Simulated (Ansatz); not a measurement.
Consider the formal exchange of groups at the Se–Si bond: `S[SiH2][SeH]` + `[InH3]` → `[SeH][InH2]` + `[SiH3]S`.

Calculated with Ansatz (gas phase, PBE0-D4/def2-TZVP geometries, no zero-point term in ΔE). CCSD(T)/CBS is the MP2 limit (def2-TZVPP, def2-QZVPP) plus CCSD(T) − MP2 in def2-TZVPP, frozen cores. Functionals use def2-TZVPP. HSE06 is defined as in plane-wave codes. Elements past krypton have def2 core potentials. For In, Se outer-core shells are correlated without core-valence functions, which leaves a few kJ/mol of doubt a bond. Scalar relativity is left out up to krypton. Each species was taken in one conformer, which may not be the lowest.

```json
{"level": "PBE-D4", "ΔE (eV)": "-0.59"}
{"level": "HSE06-D4", "ΔE (eV)": "-0.60"}
```

**Question.** What does CCSD(T)/CBS give? (An estimate is asked.)

**Answer.** Ansatz gave: -0.67 eV. The listed levels differ from it by 0.08, 0.07 eV.

Largest T1 diagnostic among the species: 0.014.

At CCSD(T), def2-SVP lies −0.05 eV from the extrapolated value and def2-TZVPP +0.02 eV. The D4 term adds +0.06 eV with B3LYP and +0.03 eV with PBE0; it sums over pairs of atoms, weighted by their polarisabilities, and B3LYP, whose exchange is more repulsive, gets the larger term. Leaving LDA and LC-ωPBE aside and taking each functional with its dispersion term where it has one, the values, not all of them listed here, spread over 0.15 eV, from B2PLYP to B97M-V. LDA lies +0.05 eV from PBE without D4.

B3LYP here is the variant with VWN-RPA as its local correlation; programs differ in this.
